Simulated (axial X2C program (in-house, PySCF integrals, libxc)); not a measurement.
# Outer orbitals of In₂ at 3.045 Å, PBE0

Calculated with an axial X2C code built on PySCF integrals. Spin-free means the one-electron spin-free X2C Hamiltonian; two-component (2c) means X2C with spin–orbit coupling and atomic mean-field two-electron Coulomb and Gaunt terms, so the difference of the two also holds small scalar two-electron terms. Basis: In dyall-cv3z [11s12p9d4f1g] (cores contracted in-house); Gaussian nuclei, density fitting, unrestricted open shells. Masses: In 114.904 u.

The distance is close to the 2c PBE0 minimum; the highest filled and lowest empty levels are listed.

Spin-free orbitals, state M_S = 1, Λ = 1 (beyond evenly filled blocks: σα, π+α) (Löwdin shares):

```csv
symmetry,occupied,ε (eV),atomic character
σα,yes,-21.02,100% In d
δ+α,yes,-20.95,100% In d
π+α,yes,-20.93,100% In d
δ+α,yes,-20.93,100% In d
δ-α,yes,-20.93,100% In d
π-α,yes,-20.92,100% In d
δ-α,yes,-20.92,100% In d
σβ,yes,-20.90,100% In d
δ-β,yes,-20.89,100% In d
δ+β,yes,-20.89,100% In d
δ-β,yes,-20.88,100% In d
δ+β,yes,-20.88,100% In d
π-β,yes,-20.83,100% In d
π+β,yes,-20.83,100% In d
π+α,yes,-20.79,100% In d
π-α,yes,-20.78,100% In d
π-β,yes,-20.71,100% In d
π+β,yes,-20.71,100% In d
σα,yes,-20.69,100% In d
σβ,yes,-20.60,100% In d
σα,yes,-10.65,"86% In s, 10% In p"
σβ,yes,-9.65,"88% In s, 8% In p"
σα,yes,-8.41,"76% In s, 20% In p"
σβ,yes,-7.52,"78% In s, 17% In p, 5% In d"
σα,yes,-4.36,"90% In p, 9% In s"
π+α,yes,-4.04,"96% In p, 4% In d"
π-α,no,-2.74,96% In p
π+β,no,-2.10,97% In p
π-β,no,-2.10,97% In p
σβ,no,-1.98,"91% In p, 9% In s"
```

The lowest two-component determinant found has another configuration (Ω = 1 (⟨Sz⟩ = -0.01, ⟨Lz⟩ = 1.01 at PBE0)), so the levels differ by more than spin–orbit coupling. Its spinors:

```csv
ω,occupied,ε (eV),atomic character,λ mixture
-5/2,yes,-20.60,100% In d,100% δ
-5/2,yes,-20.59,100% In d,100% δ
3/2,yes,-20.57,100% In d,"81% π, 19% δ"
5/2,yes,-20.56,100% In d,100% δ
1/2,yes,-20.55,100% In d,"56% π, 44% σ"
5/2,yes,-20.55,100% In d,100% δ
-3/2,yes,-20.53,100% In d,"81% π, 19% δ"
-1/2,yes,-20.52,100% In d,"51% σ, 49% π"
3/2,yes,-20.46,100% In d,"86% π, 14% δ"
-3/2,yes,-20.43,100% In d,"85% π, 15% δ"
1/2,yes,-20.41,100% In d,"70% σ, 30% π"
-1/2,yes,-20.38,100% In d,"74% σ, 26% π"
1/2,yes,-10.18,"87% In s, 9% In p, 4% In d",100% σ
-1/2,yes,-10.14,"88% In s, 9% In p",100% σ
1/2,yes,-8.09,"76% In s, 21% In p",100% σ
-1/2,yes,-7.86,"78% In s, 16% In p, 6% In d",100% σ
1/2,yes,-4.22,"91% In p, 8% In s","99% σ, 1% π"
1/2,yes,-3.98,"96% In p, 4% In d",100% π
-3/2,no,-2.50,96% In p,100% π
-1/2,no,-2.37,97% In p,100% π
-1/2,no,-2.20,"90% In p, 9% In s","99% σ, 1% π"
3/2,no,-2.20,97% In p,100% π
```

(1) How does the gap between the highest filled and lowest empty level change from the spin-free to the 2c table?

Mulliken charges and populations of the two-component result (they depend on the basis, above all on diffuse functions):

In1 0.00 e (s 9.92 p 19.05 d 20.03), In2 0.00 e (s 9.92 p 19.05 d 20.03). ⟨Lz⟩ = 1.01 ħ and ⟨Sz⟩ = -0.01 ħ (-0.01 and -0.01 on the two atoms), which add up to Ω.

The state is one determinant whose occupation by symmetry is held fixed; it was picked as the lowest of a PBE0 search that is not exhaustive. Density functionals use the spin component along the axis (collinear). Other states lie close and PBE0, whose exact exchange favours high spin, may order them wrongly; the determinant shown need not be the ground state. The nearest other spin-free determinant of the search, M_S = 0, Λ = 1, lies 0.17 eV up at the distance of the search. The functionals have no current-density term, which raises determinants with orbital currents, atoms included. With several unpaired electrons one determinant need not be a pure state.

Answers

(1) From 1.30 to 1.48 eV at PBE0, a change of 0.18 eV.
